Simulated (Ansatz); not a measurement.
CH₉BClNSi₂ (`BN([SiH2]C)[SiH2]Cl`), relaxed with RKS PBE0-D4/def2-TZVP in Ansatz from a PBE-D4/def2-SVP geometry. The force threshold is 0.005 eV/Å; the program also tests the step.

Charge 0, multiplicity 1.

Start:

```xyz
15

B     0.783   -0.148    1.775
N     0.751   -0.046    0.357
Si   -0.447   -1.047   -0.547
C    -2.165   -0.318   -0.351
Si    1.754    1.128   -0.497
Cl    0.497    2.488   -1.467
H     1.524    0.563    2.430
H     0.059   -0.962    2.327
H    -0.366   -2.452   -0.022
H    -0.011   -1.027   -1.988
H    -2.171    0.729   -0.717
H    -2.912   -0.898   -0.930
H    -2.469   -0.321    0.716
H     2.555    0.456   -1.569
H     2.615    1.857    0.484
```

```csv
step,energy (eV),largest force (eV/Å),largest move (Å)
1,-31619.0856,0.504,0.000
2,-31619.1555,0.333,0.035
3,-31619.1652,0.111,0.027
4,-31619.1663,0.108,0.018
5,-31619.1671,0.012,0.010
6,-31619.1673,0.006,0.007
7,-31619.1674,0.010,0.022
8,-31619.1675,0.012,0.012
9,-31619.1675,0.012,0.014
10,-31619.1676,0.007,0.019
11,-31619.1676,0.008,0.007
12,-31619.1677,0.013,0.010
13,-31619.1677,0.008,0.006
14,-31619.1677,0.005,0.002
```

End:

```xyz
15

B     0.760   -0.121    1.753
N     0.727   -0.019    0.346
Si   -0.438   -1.008   -0.543
C    -2.161   -0.345   -0.338
Si    1.750    1.101   -0.490
Cl    0.590    2.519   -1.431
H     1.500    0.570    2.394
H     0.039   -0.910    2.300
H    -0.334   -2.404   -0.048
H    -0.020   -0.961   -1.970
H    -2.220    0.682   -0.707
H    -2.877   -0.953   -0.896
H    -2.455   -0.351    0.714
H     2.510    0.418   -1.560
H     2.631    1.785    0.476
```

Run time 99 s (4 threads of an Arm Neoverse V2 on a shared host); peak host memory 0.95 GiB.
